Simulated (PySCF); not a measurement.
B(Cl)(OMe)(SeH) (CH4BClOSe), SMILES COB(Cl)[SeH]. Atoms are numbered in the order given.

```xyz
9

B     -0.2200     0.6078     0.0000
Cl     0.7397     2.0978     0.0000
O     -1.5551     0.7262     0.0000
C     -2.4506    -0.3714     0.0000
H     -2.3087    -0.9972     0.8972
H     -3.4746     0.0258     0.0000
H     -2.3087    -0.9972    -0.8972
Se     0.6398    -1.1672     0.0000
H      2.0090    -0.6284     0.0000
```
Charge 0, spin multiplicity 1.

The structure is a stationary point at B3LYP-D3(BJ)/def2-SVP. The structure was generated by enumeration, and PubChem lists no compound with its InChIKey, so it may never have been made. Other conformers were not sampled.

All values below come from TDA-ωB97X/def2-SVPD (PySCF 2.14.0).

Vertical excitations. Isolated molecule, no solvent. State labels are in the subgroup Cs.

| state | symmetry | energy (eV) | λ (nm) | f | main pairs |
|---|---|---|---|---|---|
| S1 | A" | 5.83 | 213 | 0.002 | HOMO→LUMO+2 68 %, HOMO→LUMO 22 % |
| S2 | A' | 6.58 | 188 | 0.139 | HOMO→LUMO+1 88 % |
| S3 | A" | 6.81 | 182 | 0.082 | HOMO→LUMO 66 %, HOMO→LUMO+2 19 % |
| S4 | A" | 7.14 | 174 | 0.001 | HOMO−1→LUMO+1 93 % |
| S5 | A' | 7.85 | 158 | 0.024 | HOMO−1→LUMO 52 %, HOMO−1→LUMO+2 31 % |
| S6 | A" | 8.02 | 155 | 0.021 | HOMO−3→LUMO+1 50 %, HOMO→LUMO+4 27 %, HOMO→LUMO+3 8 % |
| S7 | A" | 8.08 | 153 | 0.017 | HOMO−3→LUMO+1 40 %, HOMO→LUMO+3 29 %, HOMO→LUMO+4 18 % |
| S8 | A" | 8.16 | 152 | 0.006 | HOMO→LUMO+3 47 %, HOMO→LUMO+4 32 % |
| S9 | A' | 8.28 | 150 | 0.146 | HOMO−2→LUMO+1 64 % |
| S10 | A' | 8.40 | 148 | 0.320 | HOMO→LUMO+5 34 %, HOMO−2→LUMO+1 25 %, HOMO−1→LUMO+2 14 %, HOMO−1→LUMO 12 % |
| T1 | A" | 5.40 | 230 | 0 | HOMO→LUMO+2 65 %, HOMO→LUMO 20 % |
| T2 | A' | 5.69 | 218 | 0 | HOMO→LUMO+1 97 % |
| T3 | A" | 6.56 | 189 | 0 | HOMO→LUMO 53 %, HOMO→LUMO+2 16 %, HOMO→LUMO+11 10 % |
| T4 | A" | 6.80 | 182 | 0 | HOMO−1→LUMO+1 84 % |
Triplets are in the Tamm–Dancoff approximation.
